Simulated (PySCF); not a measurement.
CH$_{5}$AlBSi, BH$_{5}$OSi$_{2}$, C$_{2}$H$_{7}$AlB, ClFH$_{3}$Si$_{2}$ and others (calculated)

Computed with PySCF 2.14.0. Calculation on a computer-drawn molecule: optimised geometry and harmonic frequencies of an isolated molecule of the commonest isotopes, restricted reference for singlets and unrestricted otherwise, frozen core in MP2.

Common to all runs: method HF; basis cc-pV(D+d)Z.

(1) CH$_{5}$AlBSi

Start structure:
```xyz
9
CH5AlBSi
Al     1.3266     1.7823     2.8155
B      0.1837     0.7112     1.3736
C     -0.7184    -0.0591     0.5602
Si    -0.3979    -1.2041    -0.8200
H      2.8189     1.6212     2.7500
H      0.7230     2.6758     3.9319
H     -1.7914     0.1405     0.6353
H     -1.4226    -1.8052    -1.6339
H      1.0785    -1.4447    -1.2727
```

| Item | Value |
| --- | --- |
| charge | 1 |
| multiplicity | 1 |
| rotational constants | 19.51, 1.397, 1.304 GHz |
| total energy | -596.0105 hartree |
| convergence status largest gradient component | 1.36e-05 hartree/bohr |

Drawn bonds:
| atom | other atom | order |
| --- | --- | --- |
| 1 | 2 | 1 |
| 2 | 3 | 2 |
| 3 | 4 | 1 |
| 1 | 5 | 1 |
| 1 | 6 | 1 |
| 3 | 7 | 1 |
| 4 | 8 | 1 |
| 4 | 9 | 1 |

Optimised structure:
```xyz
9
CH5AlBSi
Al     1.3950     1.7129     2.7489
B     -0.0062     0.6718     1.4156
C     -0.8979    -0.0180     0.5336
Si    -0.2916    -1.0566    -0.7232
H      2.8946     1.4123     2.4337
H      0.7139     2.6093     3.8277
H     -1.9746     0.1062     0.6462
H     -1.1800    -1.7717    -1.6367
H      1.1473    -1.2483    -0.9058
```

Modes:
| frequency (cm⁻¹) | reduced mass (dalton) |
| --- | --- |
| 79.33 | 3.878 |
| 103.6 | 1.152 |
| 185.1 | 1.482 |
| 276.5 | 2.151 |
| 329.1 | 2.392 |
| 395.9 | 4.168 |
| 530.6 | 1.525 |
| 613.9 | 1.218 |
| 679.1 | 1.496 |
| 708.8 | 1.142 |
| 741.3 | 1.183 |
| 782.6 | 1.066 |
| 920.6 | 3.258 |
| 1025 | 1.105 |
| 1063 | 1.352 |
| 1526 | 9.507 |
| 2066 | 1.021 |
| 2094 | 1.064 |
| 2417 | 1.028 |
| 2450 | 1.058 |
| 3293 | 1.087 |

(2) BH$_{5}$OSi$_{2}$

Start structure:
```xyz
9
BH5OSi2
O      1.1954    -1.0895     1.0890
Si    -0.3903    -0.8453     1.3909
B     -0.4635     1.0273     0.7696
Si     1.1427     1.4366     0.1673
H      1.6010    -1.9263     1.3256
H     -1.1695    -1.8794     0.8803
H     -0.5391    -1.1625     2.9184
H     -1.4108     1.7667     0.7906
H      2.5127     1.6916    -0.3154
```

| Item | Value |
| --- | --- |
| charge | 0 |
| multiplicity | 1 |
| rotational constants | 8.232, 3.465, 2.566 GHz |
| total energy | -680.2870 hartree |
| convergence status largest gradient component | 1.373e-05 hartree/bohr |

Drawn bonds:
| atom | other atom | order |
| --- | --- | --- |
| 1 | 2 | 1 |
| 2 | 3 | 1 |
| 3 | 4 | 1 |
| 1 | 5 | 1 |
| 2 | 6 | 1 |
| 2 | 7 | 1 |
| 3 | 8 | 1 |
| 4 | 9 | 1 |

Optimised structure:
```xyz
9
BH5OSi2
O      1.2936    -0.8712     1.2115
Si    -0.4118    -0.8275     1.3765
B     -0.3907     1.1490     0.9627
Si     1.6275     1.2851     0.7924
H      1.8756    -1.5956     1.3893
H     -1.0090    -1.7579     0.3913
H     -0.7687    -1.3063     2.7330
H     -1.2755     1.9442     0.8561
H      1.5377     0.9995    -0.6965
```

Modes:
| frequency (cm⁻¹) | reduced mass (dalton) |
| --- | --- |
| 86.58 | 2.382 |
| 146.2 | 5.647 |
| 234.8 | 1.2 |
| 340.6 | 1.097 |
| 370.4 | 6.192 |
| 497.7 | 1.131 |
| 609.7 | 2.618 |
| 669.6 | 2.419 |
| 695.5 | 1.448 |
| 763.7 | 1.146 |
| 774.1 | 4.422 |
| 823.8 | 1.476 |
| 855.6 | 1.402 |
| 901.8 | 1.253 |
| 1009 | 1.264 |
| 1046 | 1.078 |
| 2115 | 1.041 |
| 2301 | 1.046 |
| 2311 | 1.035 |
| 2761 | 1.097 |
| 4163 | 1.067 |

(3) C$_{2}$H$_{7}$AlB

Start structure:
```xyz
11
C2H7AlB
B     -1.2182     0.6858     0.5534
C     -0.6025    -0.3752    -0.2659
Al     1.3316    -1.0424     0.2962
C      2.6837    -0.4625     1.7412
H     -1.7550     0.4443     1.5317
H     -1.0087     1.7710     0.2510
H     -1.0516    -1.3766    -0.2903
H     -0.3515    -0.1098    -1.3452
H      2.9924     0.5692     1.6552
H      2.3108    -0.6309     2.7331
H      3.6155    -1.0328     1.6224
```

| Quantity | Value |
| --- | --- |
| charge | 0 |
| multiplicity | 2 |
| rotational constants | 9.924, 3.452, 2.794 GHz |
| total energy | -346.3860 hartree |
| spin squared | 0.7541 |
| convergence status largest gradient component | 3.261e-05 hartree/bohr |

Drawn bonds:
| atom | other atom | order |
| --- | --- | --- |
| 1 | 2 | 1 |
| 2 | 3 | 1 |
| 3 | 4 | 1 |
| 1 | 5 | 1 |
| 1 | 6 | 1 |
| 2 | 7 | 1 |
| 2 | 8 | 1 |
| 4 | 9 | 1 |
| 4 | 10 | 1 |
| 4 | 11 | 1 |

Optimised structure:
```xyz
11
C2H7AlB
B     -1.0131     0.5596     0.7260
C     -0.4307    -0.4557    -0.2670
Al     1.1068    -1.4244     0.5927
C      2.4905    -0.3973     1.5623
H     -1.9413     0.2680     1.4384
H     -0.5108     1.6450     0.8723
H     -1.1164    -1.2279    -0.6229
H      0.1031     0.0003    -1.1144
H      2.7624     0.5090     1.0077
H      2.0938    -0.0680     2.5320
H      3.4023    -0.9685     1.7555
```

Modes:
| frequency (cm⁻¹) | reduced mass (dalton) |
| --- | --- |
| 39.69 | 2.211 |
| 71.28 | 1.049 |
| 140.7 | 2.586 |
| 211.4 | 2.406 |
| 287.3 | 1.385 |
| 521.6 | 3.902 |
| 585.6 | 1.2 |
| 638.7 | 3.476 |
| 696.5 | 1.17 |
| 722.9 | 1.246 |
| 821.9 | 1.175 |
| 935.4 | 1.202 |
| 1054 | 2.489 |
| 1108 | 1.525 |
| 1165 | 1.295 |
| 1316 | 1.224 |
| 1334 | 1.264 |
| 1526 | 1.168 |
| 1533 | 1.054 |
| 1545 | 1.061 |
| 2637 | 1.054 |
| 2696 | 1.125 |
| 3133 | 1.062 |
| 3136 | 1.04 |
| 3205 | 1.097 |
| 3237 | 1.095 |
| 3242 | 1.099 |

(4) ClFH$_{3}$Si$_{2}$

Start structure:
```xyz
7
ClFH3Si2
F     -1.0500     1.7869     0.3766
Si    -2.2409     2.1878     1.5218
Si    -3.2224    -0.0209     1.4598
Cl    -3.3036     3.6628     0.7790
H     -1.4953     2.3369     2.6792
H     -2.8402    -1.1340     2.3660
H     -4.1375    -0.6288     0.5064
```

| Quantity | Value |
| --- | --- |
| charge | 1 |
| multiplicity | 1 |
| rotational constants | 4.08, 2.368, 1.672 GHz |
| total energy | -1138.3623 hartree |
| convergence status largest gradient component | 7.661e-06 hartree/bohr |

Drawn bonds:
| atom | other atom | order |
| --- | --- | --- |
| 1 | 2 | 1 |
| 2 | 3 | 1 |
| 2 | 4 | 1 |
| 2 | 5 | 1 |
| 3 | 6 | 1 |
| 3 | 7 | 1 |

Optimised structure:
```xyz
7
ClFH3Si2
F     -1.1572     1.9586     0.0883
Si    -2.0267     2.0789     1.4097
Si    -3.1606    -0.0446     1.4640
Cl    -3.5724     3.3498     1.2075
H     -1.2113     2.2897     2.5954
H     -3.5777    -0.7270     2.6949
H     -3.5839    -0.7148     0.2289
```

Modes:
| frequency (cm⁻¹) | reduced mass (dalton) |
| --- | --- |
| 75.22 | 1.281 |
| 97.59 | 3.158 |
| 186.6 | 5.074 |
| 256.1 | 11.53 |
| 412.6 | 4.274 |
| 515.4 | 1.478 |
| 608 | 10.22 |
| 671.7 | 1.219 |
| 798.7 | 1.117 |
| 850.4 | 1.115 |
| 960 | 10.78 |
| 1033 | 1.109 |
| 2390 | 1.029 |
| 2426 | 1.056 |
| 2460 | 1.044 |

(5) CH$_{3}$FSi$_{2}$

Start structure:
```xyz
7
CH3FSi2
C      0.8503    -1.0152    -0.8100
Si     1.8065     0.4068    -0.5166
F      0.8035     1.6129    -0.0282
Si     3.8139     1.5855    -0.3392
H     -0.2346    -1.1209    -0.6656
H      1.2880    -1.9624    -1.0959
H      4.6668     0.4976    -1.0652
```

| Quantity | Value |
| --- | --- |
| charge | 0 |
| multiplicity | 1 |
| rotational constants | 6.99, 2.984, 2.091 GHz |
| total energy | -716.8692 hartree |
| convergence status largest gradient component | 8.265e-06 hartree/bohr |

Drawn bonds:
| atom | other atom | order |
| --- | --- | --- |
| 1 | 2 | 2 |
| 2 | 3 | 1 |
| 2 | 4 | 1 |
| 1 | 5 | 1 |
| 1 | 6 | 1 |
| 4 | 7 | 1 |

Optimised structure:
```xyz
7
CH3FSi2
C      1.0311    -0.9062    -0.7954
Si     1.6028     0.6427    -0.4086
F      0.5453     1.7569     0.0999
Si     3.8451     1.3855    -0.5317
H     -0.0026    -1.2280    -0.7324
H      1.7393    -1.6536    -1.1363
H      4.2334     0.0071    -1.0163
```

Modes:
| frequency (cm⁻¹) | reduced mass (dalton) |
| --- | --- |
| 111 | 2.263 |
| 153.7 | 5.08 |
| 255.2 | 1.663 |
| 257.7 | 4.468 |
| 411 | 6.136 |
| 626.6 | 1.046 |
| 708.9 | 1.235 |
| 768.5 | 1.455 |
| 842.2 | 1.254 |
| 872.3 | 6.341 |
| 1061 | 4.516 |
| 1495 | 1.229 |
| 2172 | 1.042 |
| 3298 | 1.057 |
| 3394 | 1.113 |

(6) CH$_{6}$AlBN

Start structure:
```xyz
10
CH6AlBN
C      1.2447     0.9480    -2.2404
B      1.1394    -0.3817    -1.4075
N      1.3912    -1.6615    -2.0222
Al     0.6018    -0.5860     0.6496
H      0.2635     1.3961    -2.2284
H      1.8996     1.5468    -1.7740
H      1.4534     0.8565    -3.2239
H      1.6697    -1.7357    -2.9493
H      1.3988    -2.4893    -1.5287
H      0.2602     0.8215     1.4028
```

| Quantity | Value |
| --- | --- |
| charge | 0 |
| multiplicity | 2 |
| rotational constants | 8.205, 3.507, 2.532 GHz |
| total energy | -362.4207 hartree |
| spin squared | 0.7615 |
| convergence status largest gradient component | 1.311e-05 hartree/bohr |

Drawn bonds:
| atom | other atom | order |
| --- | --- | --- |
| 1 | 2 | 1 |
| 2 | 3 | 1 |
| 2 | 4 | 1 |
| 1 | 5 | 1 |
| 1 | 6 | 1 |
| 1 | 7 | 1 |
| 3 | 8 | 1 |
| 3 | 9 | 1 |
| 4 | 10 | 1 |

Optimised structure:
```xyz
10
CH6AlBN
C      1.2782     0.9395    -2.2806
B      1.2419    -0.3702    -1.3691
N      1.3624    -1.6205    -1.9844
Al     1.0527    -0.1926     0.8038
H      0.3580     1.5226    -2.1623
H      2.0992     1.6018    -1.9821
H      1.4009     0.7219    -3.3484
H      1.4621    -1.7223    -2.9760
H      1.3720    -2.4935    -1.5011
H     -0.3052     0.3280     1.4782
```

Modes:
| frequency (cm⁻¹) | reduced mass (dalton) |
| --- | --- |
| 80.97 | 1.059 |
| 106.7 | 1.057 |
| 172.7 | 3.768 |
| 303.6 | 2.047 |
| 315.1 | 3.267 |
| 484.9 | 3.169 |
| 553.7 | 1.178 |
| 572.2 | 1.354 |
| 643 | 1.076 |
| 870.5 | 2.202 |
| 929.8 | 1.283 |
| 946.6 | 1.514 |
| 1183 | 2.048 |
| 1353 | 3.542 |
| 1444 | 1.391 |
| 1559 | 1.05 |
| 1564 | 1.07 |
| 1759 | 1.193 |
| 1885 | 1.045 |
| 3141 | 1.039 |
| 3206 | 1.1 |
| 3212 | 1.098 |
| 3787 | 1.053 |
| 3899 | 1.096 |

(7) BH$_{4}$N$_{2}$Si

Start structure:
```xyz
8
BH4N2Si
N     -0.6558     0.7431    -3.8023
B     -0.5206     0.4737    -2.4476
N     -0.4390     0.2342    -1.2158
Si    -0.3187    -0.1522     0.4134
H     -1.0559     1.6699    -4.1339
H     -0.4090     0.2140    -4.5670
H      1.0509    -0.1832     0.8889
H     -1.1333    -1.2176     0.8261
```

| Quantity | Value |
| --- | --- |
| charge | 0 |
| multiplicity | 2 |
| rotational constants | 96.9, 2.228, 2.22 GHz |
| total energy | -424.8964 hartree |
| spin squared | 0.7556 |
| convergence status largest gradient component | 3.474e-05 hartree/bohr |

Drawn bonds:
| atom | other atom | order |
| --- | --- | --- |
| 1 | 2 | 1 |
| 2 | 3 | 2 |
| 3 | 4 | 1 |
| 1 | 5 | 1 |
| 1 | 6 | 1 |
| 4 | 7 | 1 |
| 4 | 8 | 1 |

Optimised structure:
```xyz
8
BH4N2Si
N     -0.7781     0.7512    -3.8157
B     -0.5999     0.4646    -2.4697
N     -0.4618     0.1875    -1.2534
Si    -0.3389    -0.0568     0.4141
H     -0.9693     1.6878    -4.1074
H     -0.3084     0.2062    -4.5095
H      1.0745    -0.2045     0.8480
H     -1.0994    -1.2542     0.8554
```

Modes:
| frequency (cm⁻¹) | reduced mass (dalton) |
| --- | --- |
| 56.71 | 1.129 |
| 82.84 | 3.15 |
| 130.7 | 4.987 |
| 290 | 1.198 |
| 418.3 | 3.173 |
| 512.6 | 10.55 |
| 608.2 | 6.682 |
| 769.7 | 1.156 |
| 844.8 | 1.192 |
| 1020 | 1.05 |
| 1041 | 1.479 |
| 1200 | 6.829 |
| 1699 | 1.136 |
| 2121 | 9.965 |
| 2266 | 1.043 |
| 2270 | 1.053 |
| 3811 | 1.05 |
| 3912 | 1.097 |

(8) CH$_{3}$AlClO

Start structure:
```xyz
7
CH3AlClO
C      0.8050    -3.0025     0.0416
Al     0.8341    -1.1655    -0.4498
O     -0.1287    -0.6711    -1.7162
Cl     1.8421     0.1869     0.5600
H      0.2655    -3.8276    -0.4685
H      1.3616    -3.4666     0.9018
H     -0.6421    -0.4445    -2.4391
```

| Item | Value |
| --- | --- |
| charge | 0 |
| multiplicity | 2 |
| rotational constants | 6.154, 3.157, 2.087 GHz |
| total energy | -816.0156 hartree |
| spin squared | 0.7584 |
| convergence status largest gradient component | 2.376e-05 hartree/bohr |

Drawn bonds:
| atom | other atom | order |
| --- | --- | --- |
| 1 | 2 | 1 |
| 2 | 3 | 1 |
| 2 | 4 | 1 |
| 1 | 5 | 1 |
| 1 | 6 | 1 |
| 3 | 7 | 1 |

Optimised structure:
```xyz
7
CH3AlClO
C      0.8074    -3.0897     0.0862
Al     0.7057    -1.2872    -0.5334
O     -0.2548    -0.8929    -1.8521
Cl     1.7997     0.2461     0.4281
H      0.2620    -3.9099    -0.3764
H      1.4128    -3.4039     0.9337
H     -0.3954    -0.0533    -2.2561
```

Modes:
| frequency (cm⁻¹) | reduced mass (dalton) |
| --- | --- |
| 172.7 | 3.687 |
| 207.6 | 1.038 |
| 215.8 | 4.33 |
| 254.3 | 5.341 |
| 392.4 | 1.153 |
| 479.2 | 10.34 |
| 603.3 | 1.278 |
| 632.5 | 1.321 |
| 696.2 | 1.568 |
| 750.8 | 4.073 |
| 935.6 | 7.019 |
| 1480 | 1.126 |
| 3253 | 1.055 |
| 3343 | 1.111 |
| 4227 | 1.068 |
